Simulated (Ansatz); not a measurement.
A structure relaxed at PBE-D4/def2-SVPD in Ansatz, charge -1, singlet:

```tsv
atom	x (Å)	y (Å)	z (Å)
Ru1	-1.215	-0.301	0.660
Ru2	1.181	-1.164	0.804
Al3	0.715	1.123	0.184
Al4	2.815	-0.709	-0.817
Al5	-1.969	0.767	-1.272
Al6	0.044	-1.540	-1.237
Al7	-1.572	1.824	1.678
```

Question: Give its formula.

Answer: Al₅Ru₂⁻.

Question: Summarise the bond lengths by kind (pairs closer than 1.2 times the sum of covalent radii, bridged metal pairs left out).

Answer: 7 × Al–Ru 2.33 to 2.59 Å; 1 × Ru–Ru 2.55 Å; 1 × Al–Al 2.82 Å.

In the def2 sets Ru takes a core potential; there is no spin–orbit coupling. The restricted singlet is unstable towards broken spin symmetry in Hartree–Fock (as tested in another run); at PBE-D4/def2-SVPD this wasn't settled. Another isomer (singlet) lies 0.36 eV lower at PBE0-D4/def2-TZVPD; other spin states weren't run for this one.
